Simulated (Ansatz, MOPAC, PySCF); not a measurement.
Isomers of Cl2H4Si2: 1 is Cl[SiH](Cl)[SiH3], 2 is Cl[SiH2][SiH2]Cl; one conformer of each (the lowest of an xTB search), B3LYP-D3(BJ)/def2-TZVP minima.
Isomer 1 (charge 0, multiplicity 1, Z-matrix in Å and degrees):
```
Si
H 1 1.4755
Cl 1 2.0657 2 107.05
Cl 1 2.0657 2 107.05 3 117.02
Si 1 2.3385 2 115.25 4 121.49
H 5 1.4797 1 108.47 2 -179.95
H 5 1.4813 6 110.06 1 119.48
H 5 1.4813 6 110.06 7 121.04
```
Isomer 2 (charge 0, multiplicity 1, Z-matrix in Å and degrees):
```
Si
H 1 1.4784
H 1 1.4784 2 109.68
Cl 1 2.0766 2 108.35 3 -118.09
Si 1 2.3404 2 111.39 3 123.81
H 5 1.4784 1 111.40 2 57.25
H 5 1.4784 6 109.68 1 -123.81
Cl 5 2.0766 6 108.34 7 -118.09
```

No zero-point or thermal terms.

Correlated levels freeze the cores. CBS(a, b) extrapolates the correlation energy as X⁻³ and adds the Hartree–Fock energy of set b. Rows in 3-21G, 6-31G* carry no dispersion term and start afresh at each structure (6-31G* with six Cartesian d functions). The state that AM1, PM3, PM6, PM7 reach isn't checked; PM7 holds dispersion and hydrogen-bond terms.

Run with Ansatz (Gaussian basis) for Hartree–Fock, density functionals and correlated methods; MOPAC for AM1, PM3, PM6, PM7 (differences of heats of formation); PySCF for 3-21G rows, 6-31G* rows, the dispersion terms. 

Other levels give for the electronic energy of isomer 2 less that of isomer 1: PBE/def2-TZVPP 2.27; B3LYP/def2-TZVPP 1.66; B3LYP-D3(BJ)/def2-TZVPP 2.05; wB97M-V/def2-TZVPP 2.27; CCSD(T)/CBS(cc-pV(T+d)Z, cc-pV(Q+d)Z) 1.98 kcal/mol.

Common cheap choices:

```json
[
 {"level": "AM1", "electronic energy of isomer 2 less that of isomer 1 (kcal/mol)": "1.98", "less 1.98 (CCSD(T)/CBS(cc-pV(T+d)Z, cc-pV(Q+d)Z))": "0.00"},
 {"level": "PM3", "electronic energy of isomer 2 less that of isomer 1 (kcal/mol)": "2.41", "less 1.98 (CCSD(T)/CBS(cc-pV(T+d)Z, cc-pV(Q+d)Z))": "0.42"},
 {"level": "PM6", "electronic energy of isomer 2 less that of isomer 1 (kcal/mol)": "3.73", "less 1.98 (CCSD(T)/CBS(cc-pV(T+d)Z, cc-pV(Q+d)Z))": "1.75"},
 {"level": "PM7", "electronic energy of isomer 2 less that of isomer 1 (kcal/mol)": "-2.22", "less 1.98 (CCSD(T)/CBS(cc-pV(T+d)Z, cc-pV(Q+d)Z))": "-4.20"},
 {"level": "BP86/6-31G*", "electronic energy of isomer 2 less that of isomer 1 (kcal/mol)": "2.17", "less 1.98 (CCSD(T)/CBS(cc-pV(T+d)Z, cc-pV(Q+d)Z))": "0.18"},
 {"level": "B3LYP/3-21G", "electronic energy of isomer 2 less that of isomer 1 (kcal/mol)": "1.20", "less 1.98 (CCSD(T)/CBS(cc-pV(T+d)Z, cc-pV(Q+d)Z))": "-0.78"},
 {"level": "B3LYP/6-31G*", "electronic energy of isomer 2 less that of isomer 1 (kcal/mol)": "1.64", "less 1.98 (CCSD(T)/CBS(cc-pV(T+d)Z, cc-pV(Q+d)Z))": "-0.34"},
 {"level": "M06-2X/6-31G*", "electronic energy of isomer 2 less that of isomer 1 (kcal/mol)": "1.69", "less 1.98 (CCSD(T)/CBS(cc-pV(T+d)Z, cc-pV(Q+d)Z))": "-0.29"}
]
```

Ansatz is a first-principles code.
